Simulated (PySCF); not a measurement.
Input file for PySCF: R-M06-2X/6-31G* on C2H4OS (a complex).

```python
from pyscf import gto, scf, dft, mp
from pyscf.data.elements import chemcore

mol = gto.M(
    atom='''
    C     0.05611706    0.10762318    0.88784107
    O    -0.74108450    0.26186650    0.10879923
    C     0.19760733   -0.67600537    4.37613014
    S    -1.24684294    0.38724302    4.05561676
    H     0.73418834   -0.35278569    5.26541510
    H    -0.19557142   -1.67667474    4.54750115
    H     0.86167809   -0.69867504    3.51495613
    H    -0.57177882    1.53459695    3.87950661
    ''',
    basis='6-31g*',
    cart=True,
    charge=0, spin=0, verbose=3, max_memory=1800)
mf = dft.RKS(mol, xc='m062x')
mf.conv_tol = 1e-8
mf.max_cycle = 100
mf.kernel()
if not mf.converged:
    mf = mf.newton().run(mf.mo_coeff, mf.mo_occ)
```

Program output:

```
converged SCF energy = -551.901158662117
```

The run converged.

Cost: roughly 2.2 core-seconds.
